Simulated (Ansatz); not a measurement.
Species: boron phosphide flake of 4 rings (pyrene shape) `B1PB2PBP3BPBP4BPB(P1)P2B34` (charge 0, multiplicity 1), formula H10B8P8.

**Question.** How many basis functions does frozen-core CCSD(T)/def2-SVP // B3LYP-D3(BJ)/def2-SVP (Ansatz, a quantum-chemistry and plane-wave program) use, how many core orbitals are frozen, and how many electrons are correlated?

**Answer.** 306 basis functions and 48 frozen orbitals, which leaves 74 correlated electrons. Core time is of the order of hours.
